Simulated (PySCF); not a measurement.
These are ωB97X-D3(BJ)/def2-TZVP // PBE0-D3(BJ)/def2-TZVP (PySCF 2.14.0) values and carry that method's errors. All species are isolated molecules in the gas phase. 

Reference species (SMILES): `C1C=C1F` (neutral, multiplicity 1).

The HOMO–LUMO gap is 12.50 eV.

Changed species: `C=C=CF`.

Question: Predict the effect on the HOMO–LUMO gap.

Answer: the HOMO–LUMO gap falls by 1.01 eV, to 11.49 eV.
